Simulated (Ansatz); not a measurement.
C$_{2}$H$_{7}$BFNSi, SMILES `C=C([SiH3])NBF`, relaxed with RKS PBE0-D4/def2-TZVP in Ansatz 0.2.0 from a PBE-D4/def2-SVP geometry. The force threshold is 0.005 eV/Å; the program also tests the step.

Charge 0, multiplicity 1.

Start:

```xyz
13

C     0.974    1.659    0.335
C     0.292    0.506    0.123
Si    0.328   -0.289   -1.604
N    -0.441   -0.114    1.148
B    -1.199   -1.305    1.078
F    -1.832   -1.729    2.183
H     1.544    2.139   -0.472
H     0.980    2.154    1.322
H     0.921   -1.670   -1.557
H     1.183    0.596   -2.465
H    -1.053   -0.378   -2.192
H    -0.408    0.377    2.051
H    -1.289   -1.946    0.050
```

Task: By how much does the energy fall, and how many steps does the optimiser take? (Estimate.)

Result: The calculation gave: 5.34 kJ/mol, in 5 steps, 1 of them rejected.

Task: Which bonds change most? (Best estimate.)

Result: Computed: C2–Si3 from 1.901 to 1.880 Å; C1–C2 from 1.356 to 1.336 Å; B5–H13 from 1.214 to 1.195 Å; Si3–H10 from 1.502 to 1.484 Å.

Task: Give the relaxed structure. (An estimate is asked.)

Result: The calculation gave: 
```xyz
13

C     0.962    1.634    0.325
C     0.287    0.499    0.122
Si    0.327   -0.281   -1.588
N    -0.440   -0.110    1.147
B    -1.186   -1.291    1.067
F    -1.818   -1.720    2.161
H     1.522    2.100   -0.474
H     0.975    2.130    1.293
H     0.913   -1.645   -1.542
H     1.173    0.600   -2.431
H    -1.037   -0.372   -2.169
H    -0.407    0.375    2.036
H    -1.272   -1.918    0.054
```
